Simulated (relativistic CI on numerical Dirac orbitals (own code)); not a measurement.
Yb19+: computed level list

Computed by Dirac-Coulomb-Breit CI, separate exchange-only KLI orbitals for each configuration, a model potential for QED, unscaled Slater integrals (own radial code, finite nucleus).

Configurations in the expansion (outside the closed core [Ar] 3d10 4s2): 4p6 4d10 4f5, 4p6 4d10 4f4 5s, 4p6 4d10 4f3 5s2, 4p6 4d10 4f4 5p, 4p6 4d10 4f3 5s 5p, 4p6 4d9 4f6, 4p6 4d10 4f3 5p2, 4p6 4d10 4f3 5s 5d, 4p6 4d10 4f4 5d, 4p6 4d10 4f4 5f, 4p6 4d10 4f4 6s, 4p6 4d10 4f4 6p, 4p6 4d10 4f4 7s, 4p5 4d10 4f4 5s2. Levels of other configurations are missing.

```tsv
No.	Configuration	Term	J	E (eV)	%	Next component (%)	Lifetime (s)	jj configuration (%)
41	4p6 4d10 4f5	6P°	5/2	8.7281	49	21 4D°	5.57e-03	4f5/2^3 4f7/2^2 (46)
42	4p6 4d10 4f5	4H°	13/2	8.8287	72	13 4I°	9.06e-03	4f5/2^3 4f7/2^2 (52)
43	4p6 4d10 4f5	4H°	9/2	8.8490	58	15 4G°	6.01e-03	4f5/2^2 4f7/2^3 (50)
44	4p6 4d10 4f5	4K°	15/2	8.9332	57	29 4L°	1.56e-02	4f5/2^2 4f7/2^3 (91)
45	4p6 4d10 4f5	4G°	7/2	9.0664	77	8 4H°	3.34e-03	4f5/2^3 4f7/2^2 (53)
46	4p6 4d10 4f5	4L°	19/2	9.0880	69	16 2M°	2.69e-02	4f5/2^2 4f7/2^3 (68)
47	4p6 4d10 4f5	4G°	11/2	9.1434	47	29 4H°	4.43e-03	4f5/2^2 4f7/2^3 (34)
48	4p6 4d10 4f5	4G°	5/2	9.2686	89	4 2F°	6.49e-03	4f5/2^2 4f7/2^3 (55)
49	4p6 4d10 4f5	4F°	9/2	9.4217	54	31 4G°	4.13e-03	4f5/2^2 4f7/2^3 (39)
50	4p6 4d10 4f5	6P°	7/2	9.5412	64	29 4D°	2.25e-02	4f5/2^2 4f7/2^3 (44)
51	4p6 4d10 4f5	4P°	1/2	9.5711	66	23 4D°	5.03e-03	4f5/2^2 4f7/2^3 (75)
52	4p6 4d10 4f5	2L°	15/2	9.5857	42	32 4I°	3.27e-03	4f5/2^2 4f7/2^3 (50)
53	4p6 4d10 4f5	4P°	3/2	9.6444	33	30 2P°	1.25e-02	4f5/2^3 4f7/2^2 (50)
54	4p6 4d10 4f5	4G°	11/2	9.6794	56	18 2H°	3.62e-03	4f5/2^3 4f7/2^2 (41)
55	4p6 4d10 4f5	2N°	19/2	10.0598	76	11 2M°	7.68e-03	4f5/2^2 4f7/2^3 (69)
56	4p6 4d10 4f5	4F°	9/2	10.0976	61	18 4I°	1.61e-02	4f5/2^3 4f7/2^2 (68)
57	4p6 4d10 4f5	4G°	9/2	10.1505	40	28 4I°	4.73e-03	4f5/2^3 4f7/2^2 (56)
58	4p6 4d10 4f5	2F°	5/2	10.1716	41	25 4D°	3.24e-03	4f5/2^2 4f7/2^3 (49)
59	4p6 4d10 4f5	2O°	21/2	10.2305	46	39 2N°	9.47e-03	4f5/2^3 4f7/2^2 (54)
60	4p6 4d10 4f5	2M°	17/2	10.3972	64	23 4L°	1.05e-02	4f5/2^2 4f7/2^3 (53)
61	4p6 4d10 4f5	2K°	13/2	10.4537	67	17 4I°	3.48e-03	4f5/2 4f7/2^4 (46)
62	4p6 4d10 4f5	4P°	5/2	10.6884	51	21 6P°	6.60e-03	4f5/2 4f7/2^4 (41)
63	4p6 4d10 4f5	4I°	15/2	10.7256	60	29 2K°	9.84e-03	4f5/2^3 4f7/2^2 (69)
64	4p6 4d10 4f5	4I°	11/2	10.7396	63	21 2H°	1.18e-02	4f5/2^3 4f7/2^2 (43)
65	4p6 4d10 4f5	4F°	7/2	10.8250	78	7 2F°	1.37e-02	4f5/2^2 4f7/2^3 (62)
66	4p6 4d10 4f5	4F°	3/2	10.9879	72	21 2D°	2.21e-02	4f5/2^2 4f7/2^3 (39)
67	4p6 4d10 4f5	2L°	17/2	10.9895	57	19 4K°	6.45e-03	4f5/2 4f7/2^4 (66)
68	4p6 4d10 4f5	4I°	13/2	11.0113	42	30 2K°	8.67e-03	4f5/2^2 4f7/2^3 (48)
69	4p6 4d10 4f5	4F°	5/2	11.0837	71	12 2D°	7.81e-03	4f5/2^2 4f7/2^3 (43)
70	4p6 4d10 4f5	2H°	9/2	11.2375	39	29 4I°	4.87e-03	4f5/2^2 4f7/2^3 (45)
71	4p6 4d10 4f5	2P°	1/2	11.5042	34	33 4P°	2.81e-03	4f5/2 4f7/2^4 (75)
72	4p6 4d10 4f5	2G°	7/2	11.7315	51	17 2F°	3.11e-03	4f5/2 4f7/2^4 (38)
73	4p6 4d10 4f5	2I°	11/2	11.7354	62	13 2H°	4.18e-03	4f5/2^3 4f7/2^2 (40)
74	4p6 4d10 4f5	2H°	11/2	11.9267	49	16 2I°	5.21e-03	4f5/2^3 4f7/2^2 (39)
75	4p6 4d10 4f5	2D°	3/2	11.9309	52	24 4P°	4.63e-03	4f5/2^2 4f7/2^3 (51)
76	4p6 4d10 4f5	2F°	7/2	11.9826	63	21 2G°	3.81e-03	4f5/2^2 4f7/2^3 (44)
77	4p6 4d10 4f5	2O°	23/2	12.0236	100		3.34e-02	4f5/2^2 4f7/2^3 (100)
78	4p6 4d10 4f5	4I°	13/2	12.0559	34	32 2I°	6.26e-03	4f5/2^2 4f7/2^3 (48)
79	4p6 4d10 4f5	4G°	5/2	12.1627	46	34 2F°	5.96e-03	4f5/2^4 4f7/2 (42)
80	4p6 4d10 4f5	2L°	15/2	12.2807	43	29 2K°	6.12e-03	4f5/2^2 4f7/2^3 (51)
81	4p6 4d10 4f5	2M°	19/2	12.3356	72	17 2N°	6.21e-03	4f5/2 4f7/2^4 (77)
82	4p6 4d10 4f5	4G°	7/2	12.5336	43	17 2G°	5.49e-03	4f5/2^2 4f7/2^3 (39)
83	4p6 4d10 4f5	2I°	11/2	12.5584	44	23 4K°	6.77e-03	4f5/2^2 4f7/2^3 (41)
84	4p6 4d10 4f5	4G°	9/2	12.6144	36	19 2H°	3.71e-03	4f5/2^2 4f7/2^3 (48)
85	4p6 4d10 4f5	2I°	13/2	12.6924	36	25 4H°	9.15e-03	4f5/2^2 4f7/2^3 (51)
```

Energies count from the lowest computed level; ° marks odd parity; lifetimes are radiative, by E1, M1, E2, M2 decay to levels of this space only. Filled j subshells are mostly left out of the jj labels.

The mean weight of the leading LS term, summed over parents, in these 45 levels is 56 %, and that of the leading jj configuration (from the same eigenvectors) 53 %.

At this charge energies of transitions that change n are usually good to better than 1 %, and those within a shell (Δn = 0) to a few per cent. Terms inside the open d or f shell come out 10 to 20 % too wide with unscaled integrals.

LS names give the leading component of a level, which can be under half, so a name can repeat, a term be missing and a line seem to break the LS rules.
